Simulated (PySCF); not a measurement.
BeCl, charge +1.

```xyz
2

Be     0.0000     0.0000    -1.3965
Cl     0.0000     0.0000     0.3286
```
Charge +1, spin multiplicity 1.

Geometry optimised at B3LYP-D3(BJ)/def2-TZVPD. The multiplicity is an assumed one; other spin states were not compared.

Calculation: PBE/pcSseg-2 in PySCF. Non-relativistic, no solvent.

Computed absolute GIAO shielding of each atom: isotropic value and principal components (ppm):
| atom | σ(iso) | σ11 | σ22 | σ33 | span |
|---|---|---|---|---|---|
| Be1 | 97.9 | 69.8 | 69.8 | 153.9 | 84.0 |
| Cl2 | 934.5 | 828.1 | 828.1 | 1147.2 | 319.1 |
